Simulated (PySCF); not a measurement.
Isomers of C5H11NOSi3.

All values: PBE0/pcSseg-1 (PySCF) at GFN2-xTB geometries, gas phase, one conformer each.

Problem. Rank by the highest Hirshfeld charge on any atom, highest value first.
A. `[N:1]#[C:2][Si@@H:3]1[C@H:4]([CH:5]=[O:6])[CH2:7][Si@@H:8]1[CH2:9][SiH3:10]` with Si3–C4–C5–O6 -85°, C7–Si8–C9–Si10 -155°, C2–Si3–C4–C5 -18°, Si3–C4–C7–Si8 19°, C4–C7–Si8–C9 97°, C2–Si3–Si8–C7 118°
B. `[N:1]#[C:2][Si@H:3]1[CH2:4][Si@@H:5]([C:6](=[O:7])[CH2:8][SiH3:9])[CH2:10]1` with C4–Si5–C6–O7 -136°, Si5–C6–C8–Si9 172°, C2–Si3–C4–Si5 103°, Si3–C4–Si5–C6 -104°, C4–Si5–C10–Si3 -8°, C2–Si3–C10–Si5 -103°
C. `[N:1]#[C:2][CH2:3][CH2:4][Si@H:5]([C:6]#[C:7][SiH3:8])[O:9][SiH3:10]` with C2–C3–C4–Si5 178°, C3–C4–Si5–C6 58°, C4–Si5–O9–Si10 50°
D. `[CH:1]#[C:2][SiH2:3][O:4][Si@@H:5]([CH2:6][C:7]#[N:8])[SiH2:9][CH3:10]` with C2–Si3–O4–Si5 -42°, Si3–O4–Si5–C6 175°, O4–Si5–C6–C7 177°, O4–Si5–Si9–C10 170°
E. `[CH2:1]=[C:2]([CH3:3])[O:4][Si@@H:5]1[SiH2:6][CH2:7][Si@@H:8]1[C:9]#[N:10]` with C1–C2–O4–Si5 -176°, C2–O4–Si5–Si6 46°

Solution. C (+0.453 e), D (+0.430 e), B (+0.411 e), A (+0.316 e), E (+0.299 e).

Problem. Rank by dipole moment, highest first.
A. `[NH2:1][CH2:2][C:3]#[C:4][Si@@H:5]([C:6]#[C:7][SiH3:8])[O:9][SiH3:10]` with H–N1–C2–C3 60° and -58°, C4–Si5–O9–Si10 -67°
B. `[N:1]#[C:2][Si@@H:3]1[C@H:4]([CH:5]=[O:6])[CH2:7][Si@@H:8]1[CH2:9][SiH3:10]` with Si3–C4–C5–O6 -85°, C7–Si8–C9–Si10 -155°, C2–Si3–C4–C5 -18°, Si3–C4–C7–Si8 19°, C4–C7–Si8–C9 97°, C2–Si3–Si8–C7 118°
C. `[CH2:1]=[C:2]([CH3:3])[O:4][Si@@H:5]1[SiH2:6][CH2:7][Si@@H:8]1[C:9]#[N:10]` with C1–C2–O4–Si5 -176°, C2–O4–Si5–Si6 46°
D. `[N:1]#[C:2][Si@@H:3]1[C@@H:4]([CH:5]=[O:6])[CH2:7][Si@@H:8]1[CH2:9][SiH3:10]` with Si3–C4–C5–O6 73°, C7–Si8–C9–Si10 -31°, C2–Si3–C4–C5 148°, Si3–C4–C7–Si8 -25°, C4–C7–Si8–C9 135°, C2–Si3–Si8–C7 81°
E. `[CH:1]#[C:2][SiH2:3][O:4][Si@@H:5]([CH2:6][C:7]#[N:8])[SiH2:9][CH3:10]` with C2–Si3–O4–Si5 -42°, Si3–O4–Si5–C6 175°, O4–Si5–C6–C7 177°, O4–Si5–Si9–C10 170°
F. `[CH2:1]=[C:2]([CH3:3])[O:4][Si@@H:5]1[SiH2:6][CH2:7][Si@H:8]1[C:9]#[N:10]` with C1–C2–O4–Si5 9°, C2–O4–Si5–Si6 -78°

Solution. B (4.96 D), F (4.53 D), E (3.82 D), C (3.49 D), D (2.17 D), A (0.96 D).

Problem. Rank by HOMO–LUMO gap, lowest first.
A. `[N:1]#[C:2][CH2:3][CH2:4][Si@H:5]([C:6]#[C:7][SiH3:8])[O:9][SiH3:10]` with C2–C3–C4–Si5 178°, C3–C4–Si5–C6 58°, C4–Si5–O9–Si10 50°
B. `[N:1]#[C:2][Si@H:3]1[CH2:4][Si@H:5]([C:6](=[O:7])[CH2:8][SiH3:9])[CH2:10]1` with C4–Si5–C6–O7 -49°, Si5–C6–C8–Si9 -85°, C2–Si3–C4–Si5 124°, Si3–C4–Si5–C6 96°, C4–Si5–C10–Si3 11°, C2–Si3–C10–Si5 -124°
C. `[N:1]#[C:2][Si@@H:3]1[C@@H:4]([CH:5]=[O:6])[CH2:7][Si@@H:8]1[CH2:9][SiH3:10]` with Si3–C4–C5–O6 73°, C7–Si8–C9–Si10 -31°, C2–Si3–C4–C5 148°, Si3–C4–C7–Si8 -25°, C4–C7–Si8–C9 135°, C2–Si3–Si8–C7 81°
D. `[CH:1]#[C:2][SiH2:3][O:4][Si@@H:5]([CH2:6][C:7]#[N:8])[SiH2:9][CH3:10]` with C2–Si3–O4–Si5 -42°, Si3–O4–Si5–C6 175°, O4–Si5–C6–C7 177°, O4–Si5–Si9–C10 170°
E. `[CH2:1]=[C:2]([CH3:3])[O:4][Si@@H:5]1[SiH2:6][CH2:7][Si@@H:8]1[C:9]#[N:10]` with C1–C2–O4–Si5 -176°, C2–O4–Si5–Si6 46°
F. `[NH2:1][CH2:2][C:3]#[C:4][Si@@H:5]([C:6]#[C:7][SiH3:8])[O:9][SiH3:10]` with H–N1–C2–C3 60° and -58°, C4–Si5–O9–Si10 -67°

Solution. E (4.80 eV), B (5.34 eV), C (6.08 eV), F (6.28 eV), D (7.17 eV), A (7.38 eV).

All values together:

| SMILES | μ (D) | HOMO (eV) | LUMO (eV) | lowest IAO charge (e) | highest IAO charge (e) | lowest Hirshfeld charge (e) | highest Hirshfeld charge (e) |
| --- | --- | --- | --- | --- | --- | --- | --- |
| NCC#C[Si@@H](C#C[SiH3])O[SiH3] | 0.96 | -7.22 | -0.94 | -0.881 (O) | +1.174 (Si) | -0.299 (O) | +0.452 (Si) |
| N#CCC[Si@H](C#C[SiH3])O[SiH3] | 3.98 | -8.34 | -0.97 | -0.884 (O) | +1.159 (Si) | -0.300 (O) | +0.453 (Si) |
| N#C[Si@@H]1[C@@H](C=O)C[Si@@H]1C[SiH3] | 2.17 | -7.58 | -1.50 | -0.822 (C) | +0.687 (Si) | -0.249 (C) | +0.313 (Si) |
| N#C[Si@@H]1[C@@H](C=O)C[Si@H]1C[SiH3] | 2.58 | -7.63 | -1.39 | -0.814 (C) | +0.672 (Si) | -0.243 (C) | +0.317 (Si) |
| N#C[Si@@H]1[C@H](C=O)C[Si@@H]1C[SiH3] | 4.96 | -7.52 | -1.31 | -0.811 (C) | +0.667 (Si) | -0.241 (C) | +0.316 (Si) |
| C#C[SiH2]O[Si@@H](CC#N)[SiH2]C | 3.82 | -8.06 | -0.90 | -0.883 (O) | +1.036 (Si) | -0.302 (O) | +0.430 (Si) |
| C=C(C)O[Si@@H]1[SiH2]C[Si@@H]1C#N | 3.49 | -6.74 | -1.94 | -0.807 (C) | +0.610 (Si) | -0.248 (C) | +0.299 (Si) |
| N#C[Si@H]1C[Si@@H](C(=O)C[SiH3])C1 | 3.94 | -7.13 | -1.74 | -0.830 (C) | +0.900 (Si) | -0.250 (C) | +0.411 (Si) |
| N#C[Si@H]1C[Si@H](C(=O)C[SiH3])C1 | 5.27 | -7.10 | -1.76 | -0.819 (C) | +0.911 (Si) | -0.248 (C) | +0.412 (Si) |
| C=C(C)O[Si@@H]1[SiH2]C[Si@H]1C#N | 4.53 | -7.11 | -1.76 | -0.805 (C) | +0.605 (Si) | -0.247 (C) | +0.309 (Si) |

Conformers: `[NH2:1][CH2:2][C:3]#[C:4][Si@@H:5]([C:6]#[C:7][SiH3:8])[O:9][SiH3:10]` with H–N1–C2–C3 60° and -58°, C4–Si5–O9–Si10 -67°; `[N:1]#[C:2][CH2:3][CH2:4][Si@H:5]([C:6]#[C:7][SiH3:8])[O:9][SiH3:10]` with C2–C3–C4–Si5 178°, C3–C4–Si5–C6 58°, C4–Si5–O9–Si10 50°; `[N:1]#[C:2][Si@@H:3]1[C@@H:4]([CH:5]=[O:6])[CH2:7][Si@@H:8]1[CH2:9][SiH3:10]` with Si3–C4–C5–O6 73°, C7–Si8–C9–Si10 -31°, C2–Si3–C4–C5 148°, Si3–C4–C7–Si8 -25°, C4–C7–Si8–C9 135°, C2–Si3–Si8–C7 81°; `[N:1]#[C:2][Si@@H:3]1[C@@H:4]([CH:5]=[O:6])[CH2:7][Si@H:8]1[CH2:9][SiH3:10]` with Si3–C4–C5–O6 81°, C7–Si8–C9–Si10 158°, C2–Si3–C4–C5 143°, Si3–C4–C7–Si8 -17°, C4–C7–Si8–C9 -99°, C2–Si3–Si8–C7 87°; `[N:1]#[C:2][Si@@H:3]1[C@H:4]([CH:5]=[O:6])[CH2:7][Si@@H:8]1[CH2:9][SiH3:10]` with Si3–C4–C5–O6 -85°, C7–Si8–C9–Si10 -155°, C2–Si3–C4–C5 -18°, Si3–C4–C7–Si8 19°, C4–C7–Si8–C9 97°, C2–Si3–Si8–C7 118°; `[CH:1]#[C:2][SiH2:3][O:4][Si@@H:5]([CH2:6][C:7]#[N:8])[SiH2:9][CH3:10]` with C2–Si3–O4–Si5 -42°, Si3–O4–Si5–C6 175°, O4–Si5–C6–C7 177°, O4–Si5–Si9–C10 170°; `[CH2:1]=[C:2]([CH3:3])[O:4][Si@@H:5]1[SiH2:6][CH2:7][Si@@H:8]1[C:9]#[N:10]` with C1–C2–O4–Si5 -176°, C2–O4–Si5–Si6 46°; `[N:1]#[C:2][Si@H:3]1[CH2:4][Si@@H:5]([C:6](=[O:7])[CH2:8][SiH3:9])[CH2:10]1` with C4–Si5–C6–O7 -136°, Si5–C6–C8–Si9 172°, C2–Si3–C4–Si5 103°, Si3–C4–Si5–C6 -104°, C4–Si5–C10–Si3 -8°, C2–Si3–C10–Si5 -103°; `[N:1]#[C:2][Si@H:3]1[CH2:4][Si@H:5]([C:6](=[O:7])[CH2:8][SiH3:9])[CH2:10]1` with C4–Si5–C6–O7 -49°, Si5–C6–C8–Si9 -85°, C2–Si3–C4–Si5 124°, Si3–C4–Si5–C6 96°, C4–Si5–C10–Si3 11°, C2–Si3–C10–Si5 -124°; `[CH2:1]=[C:2]([CH3:3])[O:4][Si@@H:5]1[SiH2:6][CH2:7][Si@H:8]1[C:9]#[N:10]` with C1–C2–O4–Si5 9°, C2–O4–Si5–Si6 -78°.
